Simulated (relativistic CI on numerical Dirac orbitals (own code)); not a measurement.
**Hyperfine structure of Rh42+, mass number 103**

Method of calculation: Dirac-Coulomb-Breit CI, orbitals from a KLI potential per configuration, model QED (radiative potential, 1s self-energy scaled to tabulated hydrogen-like ionisation energies), unscaled Slater integrals (own radial code, finite nucleus).

Configuration list (outside the closed core 1s2): 2s, 2p, 3s, 3p, 3d, 4s, 4p, 4d, 4f, 5s, 5p, 5d, 5f, 5g. Levels of other configurations are missing.

Nuclear spin I = 1/2, μ = -0.08829 μN (tables of Stone and Pyykkö). The electronic factors are computed for point nuclear moments, without core polarisation or the Bohr-Weisskopf and QED corrections.

```tsv
Level	E (Ry)	A (GHz)
2s 2S_1/2	0.000	-600.7
2p 2P°_1/2	6.920	-192
2p 2P°_3/2	19.369	-31.79
3s 2S_1/2	273.328	-177.7
3p 2P°_1/2	275.244	-58.06
3p 2P°_3/2	278.937	-9.631
3d 2D_3/2	279.591	-5.532
3d 2D_5/2	280.736	-2.304
```

Levels with J = 0, under 50 % of one LS term, or S terms without an open s electron are left out. Small factors come from cancelling terms and can be off by tens of per cent or more.

At this charge energies of transitions that change n are usually good to better than 1 %, and those within a shell (Δn = 0) to a few per cent.

**Question.** Give the hyperfine levels of 2s 2S_1/2 relative to its centre of gravity.

**Answer.** With K = F(F + 1) − I(I + 1) − J(J + 1), E = AK/2: F = 0: 450.5, F = 1: -150.2 GHz.
